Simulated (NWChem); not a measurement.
Correlation energy of CHCl

```
C
H 1 1.1206
Cl 1 1.6933 2 101.82
```
Charge 0, spin multiplicity 1.

Program: NWChem. All single points use one geometry, from PBE0/def2-SVP, a minimum by its harmonic frequencies.

Basis set: def2-SVP. Each correlation energy counts from its own Hartree-Fock reference.

```tsv
method	correlation energy (mHa)	difference from CCSD(T)
MP2	-245.2	+39.6
SCS-MP2	-243.6	+41.1
CR-CCSD[T]	-283.8	+1.0
CR-CCSD(T)	-283.1	+1.6
CCSD	-275.9	+8.8
CCSD+T(CCSD)	-285.5	-0.8
CCSD(T)	-284.7	0.0
CCSDT	-285.8	-1.1
```

The values span 42.2 mHa, from CCSDT (lowest) to SCS-MP2 (highest). 

The correlated methods keep 6 core orbitals frozen. The structure started from a generated list of species. Coupled-cluster values serve here as a point of comparison, not as the truth.
